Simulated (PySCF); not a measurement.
**`C#C[Si@@H](CC)O[SiH2][SiH2]C`: 4 charge schemes on one density**

Compound: C₅H₁₄OSi₃.
Atom-mapped SMILES: `[CH:1]#[C:2][Si@@H:3]([CH2:4][CH3:5])[O:6][SiH2:7][SiH2:8][CH3:9]` (hydrogens: H10 on C1; H11 on Si3; H12, H13 on C4; H14, H15, H16 on C5; H17, H18 on Si7; H19, H20 on Si8; H21, H22, H23 on C9)

Structure used (GFN2-xTB), in Å, numbered top down from 1:
```xyz
23
C5H14OSi3 angstrom
C      1.135   -0.942    3.315
C      1.384   -0.308    2.325
Si     1.764    0.671    0.795
C      2.572   -0.493   -0.475
C      2.805    0.171   -1.829
O      0.379    1.268    0.200
Si    -1.133    1.221   -0.405
Si    -2.268   -0.512    0.602
C     -4.119   -0.390    0.182
H      0.919   -1.498    4.183
H      2.564    1.857    1.103
H      1.943   -1.376   -0.617
H      3.525   -0.855   -0.086
H      1.866    0.543   -2.235
H      3.231   -0.535   -2.541
H      3.488    1.012   -1.733
H     -0.959    1.094   -1.862
H     -1.614    2.584   -0.147
H     -2.153   -0.542    2.071
H     -1.818   -1.848    0.161
H     -4.544    0.549    0.526
H     -4.683   -1.193    0.646
H     -4.287   -0.449   -0.890
```

Density: PBE0/pcSseg-1 (PySCF); schemes: Mulliken, IAO, Hirshfeld and ESP-fitted. One conformer (not necessarily the lowest) at the GFN2-xTB geometry, without solvent, vibrations or thermal averaging.

**Question.** Atoms with like bonding are taken together and averaged. For which atoms does the sign change between the 4 schemes (beyond +0.03 e in one, beyond −0.03 e in another)?

**Answer.** For none.

**Question.** At which atom do the 4 schemes differ most?

**Answer.** At Si3: from +0.441 (Hirshfeld) to +1.153 e (IAO), 0.712 e apart.

**Question.** Which atoms carry the lowest charge in the Mulliken, IAO, Hirshfeld and ESP-fitted schemes?

**Answer.** The schemes don't all agree: Mulliken O6 (-0.732); IAO O6 (-0.882); Hirshfeld O6 (-0.301); ESP-fitted C9 (-0.614).

**Question.** What partial charge does each atom carry?

**Answer.** In e; atoms taken as equivalent share a row and are averaged (×n: the atom named and its like, n in all):

```tsv
atom	environment	Mulliken	IAO	Hirshfeld	ESP-fitted
C1	terminal alkyne carbon	-0.198	-0.186	-0.081	-0.245
C2	alkyne carbon	-0.203	-0.348	-0.155	-0.346
Si3	oxygen-bound silicon	+1.078	+1.153	+0.441	+0.755
C4	sp3 carbon bound to silicon	-0.602	-0.558	-0.159	-0.231
C5	methyl carbon	-0.295	-0.409	-0.117	-0.167
O6	siloxane oxygen	-0.732	-0.882	-0.301	-0.446
Si7	oxygen-bound silicon	+0.620	+0.734	+0.320	+0.397
Si8	SiH2 silicon	+0.249	+0.429	+0.245	+0.425
C9	Si-methyl carbon	-0.624	-0.704	-0.213	-0.614
H10	alkyne hydrogen	+0.063	+0.202	+0.098	+0.279
H11	Si–H hydrogen	-0.113	-0.143	-0.078	-0.132
H12	methylene hydrogen	+0.144	+0.148	+0.040	+0.069
H13	methylene hydrogen	+0.142	+0.150	+0.040	+0.071
H14/H15/H16	methyl hydrogen	+0.120	+0.140	+0.039	+0.052
H17	Si–H hydrogen	-0.107	-0.138	-0.085	-0.103
H18	Si–H hydrogen	-0.102	-0.128	-0.081	-0.099
H19	Si–H hydrogen	-0.043	-0.098	-0.078	-0.100
H20	Si–H hydrogen	-0.057	-0.105	-0.080	-0.123
H21/H22/H23	methyl hydrogen	+0.141	+0.155	+0.042	+0.151
```

Mean size of the charges over all atoms: IAO 0.322 e, Mulliken 0.268 e, ESP-fitted 0.227 e, Hirshfeld 0.124 e. Each set sums to the total charge, 0, to within 0.001 e. The Hirshfeld scheme weights the molecular density at each point by an atom's share of the summed free-atom densities. The Mulliken scheme gives each basis function's population to the atom it is centred on and halves the overlap population of two atoms between them.

**Question.** How closely do the schemes follow one another over all atoms?

**Answer.** Correlation coefficient and root-mean-square difference: Mulliken with IAO 0.99, 0.079 e; IAO with Hirshfeld 0.98, 0.272 e; Hirshfeld with ESP-fitted 0.96, 0.142 e; IAO with ESP-fitted 0.96, 0.172 e; Mulliken with Hirshfeld 0.95, 0.226 e; Mulliken with ESP-fitted 0.93, 0.151 e.

**Question.** How many electrons does the IAO scheme count on Si7?

**Answer.** Z − q = 14 − (+0.734) = 13.266.

The run behind these numbers computed NMR shieldings as well. Time: 1.9 min of wall time; peak memory 1.1 GiB. Hardware: one thread, Arm Neoverse N1 (aarch64), no GPU, on a shared host.
